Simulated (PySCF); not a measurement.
# Correlation energy of Bi (bismuth, neutral)

[Xe] 4f14 5d10 6s1 6p3 6d1, high-spin 6D determinant (an excited configuration). Calculation: PySCF 2.14, in x2c-TZVPPall with one added diffuse shell each of s, p, d, f type (12s8p7d4f, 99 functions); the spin-free X2C one-electron Hamiltonian (Gaussian nucleus). Frozen: [Xe] 4f14 5d10; 5 electrons correlated.

| level | correlation energy (mhartree) |
| --- | --- |
| CCSD | -25.35 |
| (T) | -0.38 |
| CCSD(T) | -25.73 |

Diagnostics: T1 = 0.0040, D1 = 0.0076, largest double amplitude 0.025.

Spin-orbit coupling is strong in this species (close to jj coupling), so the high-spin LS determinant is a model state, not a physical level. The outer electron is Rydberg-like, and this basis confines it to a smaller radius and binds it less than a complete one would.

Cost of the coupled-cluster step: about 7 core-seconds, for 5 correlated electrons.

Iterations:

```
CC2 = 0
CCSD nocc = (np.int64(5), np.int64(0)), nmo = (60, 60)
frozen orbitals [[0, 1, 2, 3, 4, 5, 6, 7, 8, 9, 10, 11, 12, 13, 14, 15, 16, 17, 18, 19, 20, 21, 22, 23, 24, 25, 26, 27, 28, 29, 30, 31, 32, 33, 34, 35, 36, 37, 38], [0, 1, 2, 3, 4, 5, 6, 7, 8, 9, 10, 11, 12, 13, 14, 15, 16, 17, 18, 19, 20, 21, 22, 23, 24, 25, 26, 27, 28, 29, 30, 31, 32, 33, 34, 35, 36, 37, 38]]
max_cycle = 100
direct = 0
conv_tol = 1e-08
conv_tol_normt = 1e-06
diis_space = 8
diis_start_cycle = 0
Init t2, MP2 energy = -0.0193556381543353
Init E_corr(UCCSD) = -0.0193556381544398
cycle = 1  E_corr(UCCSD) = -0.0237412500002751  dE = -0.00438561185  norm(t1,t2) = 0.0301081
cycle = 2  E_corr(UCCSD) = -0.0248686683545794  dE = -0.00112741835  norm(t1,t2) = 0.00989937
cycle = 3  E_corr(UCCSD) = -0.0253737777590525  dE = -0.000505109404  norm(t1,t2) = 0.00389276
cycle = 4  E_corr(UCCSD) = -0.0253528797339827  dE = 2.08980251e-05  norm(t1,t2) = 0.000743365
cycle = 5  E_corr(UCCSD) = -0.0253546320241251  dE = -1.75229014e-06  norm(t1,t2) = 9.92657e-05
cycle = 6  E_corr(UCCSD) = -0.025354269686186  dE = 3.62337939e-07  norm(t1,t2) = 1.80647e-05
cycle = 7  E_corr(UCCSD) = -0.0253544396421388  dE = -1.69955953e-07  norm(t1,t2) = 3.86991e-06
cycle = 8  E_corr(UCCSD) = -0.0253543810649688  dE = 5.857717e-08  norm(t1,t2) = 6.10556e-07
cycle = 9  E_corr(UCCSD) = -0.0253543973914091  dE = -1.63264402e-08  norm(t1,t2) = 1.43387e-07
cycle = 10  E_corr(UCCSD) = -0.0253543943499472  dE = 3.04146183e-09  norm(t1,t2) = 3.02594e-08
UCCSD converged
E(UCCSD) = -21528.73487131982  E_corr = -0.02535439434994722
UCCSD(T) correction = -0.000378484197686405
```

Spin-orbit coupling is strong in this species, so the high-spin LS determinant is a model state.
